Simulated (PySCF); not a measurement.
## Unknown compound

Molecular formula: C₆H₉NO. Simulated spectra:

$^{1}$H NMR (300 MHz, computed): δ 8.14 (d, 1H), 4.27 (br, 1H), 2.39 (m, 2H), 1.48 (m, 1H), 0.96 (s, 3H), 0.69 (m, 1H).

$^{13}$C{$^{1}$H} NMR (computed): δ 160.9 (CH), 61.1 (C), 23.8 (CH2), 13.7 (CH3), 9.9 (CH, 2C).

- structure optimised with GFN2-xTB
- σ from GIAO-PBE0/pcSseg-1
- program: PySCF
- rapidly exchanging positions averaged, one computed conformer, relativity neglected, gas phase

Chemical shifts δ = σref − σ; TMS for $^{1}$H and $^{13}$C, all at this level.

Task: Deduce the structure.

Result: 
1. Rings plus π bonds: 3 (2 rings in the answer).
2. 5 carbon signals for 6 carbons: some carbons are equivalent by symmetry or fast rotation.
3. Carbon types of the structure: 1 × C, 3 × CH, 1 × CH2, 1 × CH3, leaving 1 H on heteroatoms.
4. δC 160.9: amide carbonyl carbon; it is a carbonyl in resonance with an O or N lone pair, the region of acids, esters and amides.
5. δC 61.1, 23.8, 9.9: three-membered-ring carbon.
6. δC 13.7: methyl carbon; saturated and bonded to C and H only.
7. δH 8.14: hydrogen on an amide carbonyl carbon.
8. δH 4.27: hydrogen on an amide-type nitrogen; labile proton, position sensitive to the medium.
9. δH 2.39, 1.48, 0.69: hydrogen on a three-membered-ring carbon.
10. δH 0.96: hydrogen on a methyl carbon.

The compound is SMILES C[C@]1(NC=O)[C@@H]2C[C@@H]21.

This is the structure that produced the data.

OH and NH positions are those of a molecule without intermolecular hydrogen bonds; in solution they move with solvent, concentration and temperature, and exchange usually removes their couplings. Amide-type NH protons are broadened by 14N but still split neighbouring CH signals. Shifts are as computed. Against solution values, carbons near 30 ppm lie about +3 ppm off and those near 130 ppm about +5 ppm. Of 1211 compounds with measured shifts, 218 miss one by over three times the rms of a fit or turn the order of signals round; such compounds aren't used in these exercises. The C=O carbon of an acid or of an amide with N–H lies up to 10 ppm further downfield in solution, through hydrogen bonding that the calculation lacks. No couplings were computed; multiplicities are counted from neighbouring protons, with m where these are inequivalent, close in shift, in a saturated or five-membered ring or joined by F or P, and br s for small geminal =CH2 splittings.
